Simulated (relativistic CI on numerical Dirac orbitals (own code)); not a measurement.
**Eu XXXVII: q coefficients and field-shift factors**

Method of calculation: Dirac-Coulomb-Breit CI, KLI orbitals optimised for each configuration, derivatives by finite differences, unscaled Slater integrals, QED left out (own radial code, finite nucleus).

Configuration list (outside the closed core [Ne]): 3s2 3p6 3d9, 3s2 3p5 3d10, 3s 3p6 3d10, 3s2 3p6 3d8 4s, 3s2 3p6 3d8 4p, 3s2 3p6 3d8 4d, 3s2 3p4 3d10 4s, 3s2 3p4 3d10 4p. Levels of other configurations are missing.

With x = (α/α₀)² − 1 an excitation energy changes as ω = ω₀ + qx; K = 2q/ω₀ is the relative enhancement. Terms are leading LS components, so labels can repeat. The field-shift factor is F = δν/δ⟨r²⟩ for the transition from the lowest level.

Lowest level 3s2 3p6 3d9 2D_5/2.

```
                 Level  ω₀ (cm⁻¹)   q (cm⁻¹)  F (GHz/fm²)
    3s2 3p6 3d9 2D_3/2     241408     242400          3.6
  3s2 3p5 3d10 2P°_3/2    2714508     316600         14.5
  3s2 3p5 3d10 2P°_1/2    3839336  1.612e+06        -68.4
    3s 3p6 3d10 2S_1/2    5336208  1.803e+06        -2140
 3s2 3p6 3d8 4s 4F_9/2    8189950    -713600          759
 3s2 3p6 3d8 4s 2F_7/2    8209479    -712100          757
 3s2 3p6 3d8 4s 2D_5/2    8254848    -714500          759
 3s2 3p6 3d8 4s 2D_3/2    8262791    -710800          758
 3s2 3p6 3d8 4s 4P_1/2    8373503    -690500          759
 3s2 3p6 3d8 4s 4F_7/2    8426529    -472300          762
 3s2 3p6 3d8 4s 4F_5/2    8430549    -470300          762
 3s2 3p6 3d8 4s 4P_5/2    8486415    -467400          762
 3s2 3p6 3d8 4s 4F_3/2    8490153    -465200          762
 3s2 3p6 3d8 4s 4P_3/2    8519182    -465900          762
 3s2 3p6 3d8 4s 2G_9/2    8529380    -480400          762
 3s2 3p6 3d8 4s 2P_1/2    8532216    -466200          761
 3s2 3p6 3d8 4s 2G_7/2    8532258    -478000          762
 3s2 3p6 3d8 4s 4F_3/2    8701997    -232900          766
 3s2 3p6 3d8 4s 2D_5/2    8707839    -228800          765
3s2 3p6 3d8 4p 4D°_7/2    8771688    -644000         81.8
3s2 3p6 3d8 4p 2G°_9/2    8781221    -646100         81.9
3s2 3p6 3d8 4p 2D°_3/2    8833279    -644700           82
3s2 3p6 3d8 4p 2F°_5/2    8837342    -643900         81.9
```

At this charge energies of transitions that change n are usually good to better than 1 %, and those within a shell (Δn = 0) to a few per cent.

(1) Which transition from the lowest level has the largest |K|?

Results:

(1) 3s2 3p6 3d9 2D_3/2 at 241408 cm⁻¹, K = 2.01.
